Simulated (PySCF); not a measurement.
# How methods differ on the ionisation energy of P⁺

P⁺ [Ne] 3s2 3p2 (3P) → P²⁺ [Ne] 3s2 3p1 (2P), as a difference of total energies. Calculation: PySCF 2.14, in aug-cc-pCVTZ-DK; the spin-free X2C one-electron Hamiltonian (Gaussian nucleus). Correlated levels: valence: [Ne] frozen. The calculations carry no spin-orbit coupling.

```tsv
method	ionisation energy (eV)
UHF	19.151
MP2 (valence)	19.605
SCS-MP2 (valence)	19.514
CCSD (valence)	19.644
CCSD(T) (valence)	19.679
```

A first-order spin-orbit estimate (lowest level to lowest level, LS coupling) adds -0.007 eV.

Errors of the correlated levels include the incompleteness of this basis and the frozen core.

**Question.** Which method comes closest to the reference value, and which is furthest?

**Answer.** The reference is 19.769 eV (semi-empirical (NIST evaluation); NIST Atomic Spectra Database, ionization energies). Closest: CCSD(T) (valence) (error -0.096 eV); furthest: UHF (error -0.625 eV), both after the spin-orbit estimate.
